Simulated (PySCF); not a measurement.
Group charges in `C/C=C1/[SiH2][C@@H](CO)[C@H]1F`

C₆H₁₁FOSi.
Atom-mapped SMILES: `[CH3:1]/[CH:2]=[C:3]1/[SiH2:4][C@@H:5]([CH2:6][OH:7])[C@H:8]1[F:9]` (hydrogens: H10, H11, H12 on C1; H13 on C2; H14, H15 on Si4; H16 on C5; H17, H18 on C6; H19 on O7; H20 on C8)

Geometry (GFN2-xTB, Å), atoms numbered from 1 in this order:
```xyz
20
C6H11FOSi angstrom
C      3.1033   -0.0269    0.5856
C      1.9675   -0.9606    0.3355
C      0.7565   -0.6216   -0.0871
Si    -0.8941   -1.4787   -0.4263
C     -1.2821    0.4052   -0.5168
C     -2.1014    0.8748    0.6799
O     -3.3349    0.1973    0.7584
C      0.2143    0.7572   -0.4030
F      0.4831    1.7155    0.5573
H      3.3998   -0.0783    1.6331
H      3.9643   -0.3226   -0.0146
H      2.8363    0.9986    0.3498
H      2.1759   -2.0069    0.5264
H     -0.9977   -2.1590   -1.7190
H     -1.5192   -2.2214    0.6580
H     -1.7296    0.7989   -1.4325
H     -2.2565    1.9630    0.6476
H     -1.5779    0.6360    1.6079
H     -3.8363    0.3809   -0.0434
H      0.6236    1.1593   -1.3386
```

Atomic charges (e) from the PBE0/pcSseg-1 density (PySCF):

| atom | Mulliken | IAO | Hirshfeld | ESP-fitted |
| --- | --- | --- | --- | --- |
| C1 | -0.2144 | -0.4316 | -0.1162 | -0.4117 |
| C2 | -0.1286 | -0.0924 | -0.0239 | +0.1273 |
| C3 | -0.4484 | -0.3090 | -0.1207 | -0.4377 |
| Si4 | +0.6873 | +0.7113 | +0.3275 | +0.3648 |
| C5 | -0.5943 | -0.4106 | -0.1338 | -0.2267 |
| C6 | +0.1613 | -0.0402 | -0.0071 | +0.1785 |
| O7 | -0.4544 | -0.5468 | -0.2266 | -0.6579 |
| C8 | +0.2773 | +0.1653 | +0.0565 | +0.2964 |
| F9 | -0.3336 | -0.3301 | -0.1027 | -0.2774 |
| H10 | +0.1332 | +0.1587 | +0.0519 | +0.1355 |
| H11 | +0.1270 | +0.1531 | +0.0488 | +0.1174 |
| H12 | +0.1340 | +0.1562 | +0.0404 | +0.1516 |
| H13 | +0.0946 | +0.1433 | +0.0459 | +0.0894 |
| H14 | -0.0836 | -0.1191 | -0.0777 | -0.0941 |
| H15 | -0.0539 | -0.1016 | -0.0655 | -0.0402 |
| H16 | +0.1240 | +0.1309 | +0.0294 | +0.0572 |
| H17 | +0.1168 | +0.1276 | +0.0327 | +0.0201 |
| H18 | +0.1173 | +0.1502 | +0.0393 | +0.1201 |
| H19 | +0.2234 | +0.3443 | +0.1623 | +0.4194 |
| H20 | +0.1149 | +0.1405 | +0.0401 | +0.0680 |

**Question.** Cut each of the bonds C1–C2, C2–C3, C6–C5 and O7–C6 in turn and sum the charges on the side of the atom named first.

**Answer.** In e; the other side holds the opposite charge:

```
bond cut  piece  atoms  Mulliken     IAO  Hirshfeld  ESP-fitted
   C1–C2    CH3      4    +0.180  +0.036     +0.025      -0.007
   C2–C3   C2H4      6    +0.146  +0.087     +0.047      +0.210
   C6–C5   CH3O      5    +0.164  +0.035     +0.001      +0.080
   O7–C6     OH      2    -0.231  -0.202     -0.064      -0.239
```

Extremes among these pieces. Mulliken: lowest OH at O7, highest CH3 at C1; IAO: lowest OH at O7, highest C2H4 at C2; Hirshfeld: lowest OH at O7, highest C2H4 at C2; ESP-fitted: lowest OH at O7, highest C2H4 at C2.

**Question.** Do the schemes agree better on the pieces than on the single atoms at the cuts?

**Answer.** The spread between schemes averages 0.172 e for the pieces and 0.305 e for the atoms named first; it is smaller for the piece at 4 of the 4 cuts. On average they agree better on the pieces.

Isolated species at its GFN2-xTB geometry (one conformer only).
